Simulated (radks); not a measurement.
Results of a calculation; reference values are marked as such.
Spherical quantum dot in the effective-mass picture: electrons in a well V = -V0 / (1 + exp((r - R)/a)) with V0 = 25.4, R = 2.89, a = 0.19, all in effective atomic units (hartree* = m*/eps^2 hartree, bohr* = eps/m* bohr), one dielectric constant everywhere. Level of theory: non-relativistic Kohn-Sham, PBE, spin-polarised, spherical densities (a radial shooting solver with Libxc functionals). Levels are named by radial order and angular momentum (1s, 1p, 1d, 2s, ...), and open shells are averaged over m.

N = 3, configuration 1s2 1p(up 1, down 0). This is the lowest configuration that the search found. Occupied and some empty levels:

level    occupation  eigenvalue (hartree*)  <r> (bohr*)
1s up             1                -23.324        1.431
1s down           1                -23.260        1.414
1p up             1                -22.696        1.643
1p down           0                -22.615        1.639
1d up             0                -21.851        1.787
1d down           0                -21.766        1.788
2s up             0                -21.265        1.373
2s down           0                -21.236        1.381
1f up             0                -20.824        1.898
1f down           0                -20.740        1.900

Energy (hartree*): total -71.6441, kinetic 2.3775, external -75.606, Hartree 2.6901, exchange-correlation -1.1062.
